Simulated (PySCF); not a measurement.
PySCF was given this input:
```python
from pyscf import gto, scf

mol = gto.Mole()
mol.atom = '''
    I    -0.94723538    2.28003592   -0.77528747
    Ge    0.00000000   -0.00000000    0.00000000
    I    -1.76682607   -1.84844508   -0.39807758
    I     0.57370712    0.11642246    2.52075292
    I     2.14035434   -0.54801330   -1.34738787
'''
mol.basis = 'def2-svpd'
mol.ecp = {'I': 'def2-svpd'}
mol.charge = 1
mol.spin = 1
mol.verbose = 4
mol.build()

mf = scf.UHF(mol)
mf = mf.density_fit(auxbasis='def2-universal-jkfit')
mf.kernel()
```

Q: What does this run give for the <S^2>, number of basis functions, nuclear repulsion energy, Mulliken (on the basis functions themselves) charges in atom order, HOMO energy, total energy?

A: 
```json
{
  "<S^2>": "0.846",
  "number_of_basis_functions": "178",
  "nuclear_repulsion_energy": "1123.9387 Eh",
  "Mulliken (on the basis functions themselves) charges in atom order": "I1 -0.03, Ge2 0.66, I3 0.20, I4 -0.03, I5 0.20",
  "HOMO energy": "-13.88 eV",
  "total_energy": "-3261.5311 Eh"
}
```

These values belong to the state on which the SCF converged, which isn't shown to be the lowest.
